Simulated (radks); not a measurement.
The numbers below are computed, except where a source is named.
Nb26+, 15 electrons, occupied as [Ne] 3s1.5 3p3.5 (fractional occupations, a model configuration).

Level of theory: scalar-relativistic Kohn-Sham, BLYP, spin-polarised, spherical densities, finite nucleus; open shells are filled with parallel spins first (spin-orbit coupling, left out, can overturn this in heavy ions); Fermi nuclear charge, rms radius 4.324 fm (a radial shooting solver on a logarithmic mesh with Libxc functionals).

Energy parts (hartree):
part                       energy
total                 -3355.86168
kinetic                3468.30121
electron-nucleus      -7333.27363
Hartree                 589.32074
exchange-correlation    -80.21000

Orbitals (lengths in bohr, moments of r in powers of bohr):
orbital  occ.  eigenvalue (hartree)  <1/r>
1s up       1             -736.9433  42.40
1s down     1             -736.7644  42.40
2s up       1             -140.7663  9.641
2s down     1             -140.6240  9.643
2p up       3             -130.8253  9.369
2p down     3             -130.6372  9.368
3s up       1             -52.46228  3.798
3s down   0.5             -51.82483  3.787
3p up       3             -49.26871  3.678
3p down   0.5             -48.63766  3.673

The highest occupied level is 3p down at -1323.5 eV. The spin density at the nucleus is 479.1 e/bohr^3 (1s -7.3, 2s 0.5, 3s 486.0). The electron density at the nucleus is 8.411e+04 e/bohr^3 (large components only). Spin moment in Bohr magnetons: 3.
